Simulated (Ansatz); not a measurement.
C3H6OSe can be A, `CO/C=C\[SeH]`, or B, `C=C([SeH])CO`.

Isolated molecules relaxed with PBE0-D4/def2-TZVP in Ansatz; ΔE leaves out vibrations. CCSD(T)/CBS is the MP2 limit (def2-TZVPP, def2-QZVPP) plus CCSD(T) − MP2 in def2-TZVPP, frozen cores. DFT in def2-TZVPP. B3LYP here is the variant with VWN-RPA as its local correlation; programs differ in this. For Se outer-core shells are correlated without core-valence functions, which leaves a few kJ/mol of doubt a bond. Scalar relativity is left out up to krypton. One conformer a species, not always the lowest.

A:

Z-matrix (Å, degrees):
```
C
O 1 1.409
H 1 1.095 2 111.2
H 1 1.089 2 106.9 3 119.1
H 1 1.096 2 111.1 3 -121.9
C 2 1.350 1 115.3 3 64.9
C 6 1.327 2 121.6 1 -168.5
H 6 1.088 2 116.7 1 12.9
Se 7 1.893 6 121.5 2 0.9
H 7 1.079 6 120.3 2 -177.5
H 9 1.467 7 94.0 6 175.4
```

B:

Z-matrix (Å, degrees):
```
C
O 1 1.406
C 1 1.494 2 110.1
H 1 1.101 2 111.2 3 120.4
H 1 1.099 2 111.7 3 -120.4
H 2 0.959 1 108.4 3 173.7
Se 3 1.910 1 115.1 2 179.3
C 3 1.325 1 124.4 2 -5.6
H 7 1.471 3 95.4 1 -45.2
H 8 1.083 3 121.8 1 179.3
H 8 1.083 3 119.7 1 -0.8
```

(1) Which isomer does CCSD(T)/CBS put lower? Give the gap. (Estimate.)

(2) Give E(B) − E(A) in kcal/mol with CCSD/def2-TZVPP, HF/def2-TZVPP, B3LYP-D4, B3LYP, MP2/def2-TZVPP, ωB97M-V, PBE-D4. (Estimate.)

Largest T1 diagnostic: 0.011.

Answers

(1) Computed: B, by 8.0 kcal/mol.

(2) Ansatz gave: CCSD/def2-TZVPP -7.3, HF/def2-TZVPP -5.2, B3LYP-D4 -4.7, B3LYP -3.9, MP2/def2-TZVPP -8.2, ωB97M-V -6.5, PBE-D4 -4.7. None reverses the order clearly.

In def2-TZVPP, CCSD(T) changes the Hartree–Fock value by −2.1 kcal/mol (the triples alone add +0.0 kcal/mol) and MP2 by −3.1 kcal/mol. The D4 term adds −0.8 kcal/mol with B3LYP and −0.4 kcal/mol with PBE0; it sums over pairs of atoms, weighted by their polarisabilities, and B3LYP, whose exchange is more repulsive, gets the larger term.
